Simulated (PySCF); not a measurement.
# Peak assignment

Mapped SMILES: `[CH3:1][c:2]1[cH:3][c:4]([C:5]([F:6])([F:7])[F:8])[o:9][n:10]1`. Each H is labelled by its parent atom.

Method: σ from GIAO-PBE0/pcSseg-1, geometry from GFN2-xTB, in PySCF (a single conformation, equivalent nuclei averaged, non-relativistic Hamiltonian, gas phase).

Scale: TMS for $^{13}$C (186.93 ppm), $^{1}$H (31.72 ppm) (reference shieldings calculated alike).

(1) Assign these signals to the numbered atoms. $^{13}$C{$^{1}$H} NMR (computed): δ 169.9 (C), 163.5 (C), 128.3 (C), 115.4 (CH), 13.4 (CH3).

(2) Assign these signals to the numbered atoms. $^{1}$H NMR (600 MHz, computed): δ 6.75 (m, 1H), 2.60 (s, 3H).

Results:

(1) 
| δ (ppm) | atoms | environment | reason |
| --- | --- | --- | --- |
| 169.9 | C4 | substituted aromatic carbon next to the ring oxygen | – |
| 163.5 | C2 | substituted aromatic carbon next to a ring nitrogen | – |
| 128.3 | C5 | CF3 carbon | 3 electronegative neighbours deshield it |
| 115.4 | C3 | aromatic CH | – |
| 13.4 | C1 | methyl carbon on an aromatic ring | aliphatic region, no heteroatom directly attached |

(2) 
6.75 → H(C3), hydrogen on an aromatic CH: aromatic region
2.60 → H(C1), hydrogen on a methyl carbon on an aromatic ring: benzylic-type position, deshielded by the ring

Splittings by $^{19}$F in the carbon and heteronuclear signals aren't shown, as no couplings were computed. Shifts are as computed. Against solution values, carbons near 30 ppm lie about +3 ppm off and those near 130 ppm about +5 ppm. Of 1211 compounds with measured shifts, 218 miss one by over three times the rms of a fit or turn the order of signals round; such compounds aren't used in these exercises. No couplings were computed; multiplicities are counted from neighbouring protons, with m where these are inequivalent, close in shift, in a saturated or five-membered ring or joined by F or P, and br s for small geminal =CH2 splittings.
